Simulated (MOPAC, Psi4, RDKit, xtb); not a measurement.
Relaxed torsion scan: SMILES F[SiH2][SiH2]F (H4F2Si2). Scanned: dihedral F1–Si2–Si3–F4; all other coordinates were relaxed at GFN2-xTB. GFN2-xTB can order the conformers of Si and Ge chains otherwise than DFT does. Points at φ and −φ are mirror images. Heavy atoms are numbered in the order of the SMILES F[SiH2][SiH2]F, hydrogens after them in the order of the atoms that carry them; the mirror image has the same energies with the sign of each dihedral reversed.

MMFF94 // GFN2-xTB (RDKit); PM6, restricted, heats of formation // GFN2-xTB (MOPAC); GFN1-xTB // GFN2-xTB (xtb); MP2/cc-pVTZ = Psi4 with DF-MP2 (frozen core)/cc-pVTZ // GFN2-xTB.

Energies relative to the lowest point of each profile, in kJ/mol; the last columns give the difference from MP2:

| φ / ° | MMFF94 | PM6 | GFN1-xTB | MP2/cc-pVTZ | MMFF94 − MP2/cc-pVTZ | PM6 − MP2/cc-pVTZ | GFN1-xTB − MP2/cc-pVTZ |
|---|---|---|---|---|---|---|---|
| -160 | 1.10 | 0.41 | 0.55 | 1.64 | -0.55 | -1.23 | -1.09 |
| -140 | 3.34 | 1.25 | 1.88 | 2.97 | 0.36 | -1.73 | -1.09 |
| -120 | 4.42 | 1.59 | 3.28 | 3.34 | 1.08 | -1.75 | -0.06 |
| -100 | 3.17 | 1.07 | 4.16 | 2.04 | 1.13 | -0.97 | 2.11 |
| -80 | 0.98 | 0.32 | 4.46 | 0.28 | 0.70 | 0.04 | 4.18 |
| -60 | 0.32 | 0.25 | 4.62 | 0.00 | 0.32 | 0.25 | 4.62 |
| -40 | 2.11 | 1.13 | 4.88 | 1.77 | 0.34 | -0.64 | 3.11 |
| -20 | 4.92 | 2.36 | 5.20 | 4.32 | 0.61 | -1.96 | 0.88 |
| 0 | 6.27 | 2.90 | 5.38 | 5.54 | 0.73 | -2.64 | -0.16 |
| 20 | 4.92 | 2.36 | 5.20 | 4.32 | 0.61 | -1.96 | 0.88 |
| 40 | 2.11 | 1.13 | 4.88 | 1.77 | 0.34 | -0.64 | 3.11 |
| 60 | 0.32 | 0.25 | 4.62 | 0.00 | 0.32 | 0.25 | 4.62 |
| 80 | 0.98 | 0.32 | 4.46 | 0.28 | 0.70 | 0.04 | 4.18 |
| 100 | 3.17 | 1.07 | 4.16 | 2.04 | 1.13 | -0.97 | 2.11 |
| 120 | 4.42 | 1.59 | 3.28 | 3.34 | 1.08 | -1.75 | -0.06 |
| 140 | 3.34 | 1.25 | 1.88 | 2.97 | 0.36 | -1.73 | -1.09 |
| 160 | 1.10 | 0.41 | 0.55 | 1.64 | -0.55 | -1.23 | -1.09 |
| 180 | 0.00 | 0.00 | 0.00 | 0.96 | -0.96 | -0.96 | -0.96 |

MMFF94 is furthest from MP2/cc-pVTZ at -100 (1.13 kJ/mol, above); its mean absolute difference over the points is 0.66 kJ/mol.

PM6 is furthest from MP2/cc-pVTZ at 0 (-2.64 kJ/mol, below); its mean absolute difference over the points is 1.15 kJ/mol.

GFN1-xTB is furthest from MP2/cc-pVTZ at -60 (4.62 kJ/mol, above); its mean absolute difference over the points is 1.97 kJ/mol.

MMFF94 has few fitted parameters for silicon.
